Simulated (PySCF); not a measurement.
Correlation energy of Si (silicon, neutral)

[Ne] 3s1 3p2 3d1, one real determinant (an excited configuration). Computed with PySCF 2.14 in aug-cc-pwCVDZ, with no relativity, point nucleus. Frozen: [Ne]; 4 electrons correlated.

| level | correlation energy (mhartree) |
| --- | --- |
| CCSD | -33.33 |
| (T) | -3.00 |
| CCSD(T) | -36.33 |
| CCSDT | -37.43 |

Diagnostics: T1 = 0.020, D1 = 0.0530, largest double amplitude 0.447.

Q: Is a single reference adequate?

A: Not fully. The real determinant used has ⟨L²⟩ near 8 against 12 for a pure F term, so it mixes terms. The outer electron is Rydberg-like, and this basis confines it to a smaller radius and binds it less than a complete one would. A double-excitation amplitude exceeds 0.15, a sign of near-degeneracy.

The reference is one real determinant that mixes LS terms of this configuration.
